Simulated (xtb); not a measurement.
A geometry relaxed with GFN2-xTB run with xtb 6.7.1, charge 0, multiplicity 1:

```xyz
11

C     -0.1154     0.3601     0.2031
N     -0.5634     1.3867     0.7739
H      1.6159    -0.7928     0.6699
H      1.7208     0.0965    -0.8471
C     -0.9304    -0.7068    -0.4787
H     -0.6397    -0.7829    -1.5253
H      1.8623     0.9649     0.6945
H     -1.5770     1.4849     0.7613
H     -0.7446    -1.6716    -0.0093
C      1.3665     0.1473     0.1809
H     -1.9950    -0.4862    -0.4231
```

Task: Write the SMILES of this molecule.

Result: `CC(C)=N`
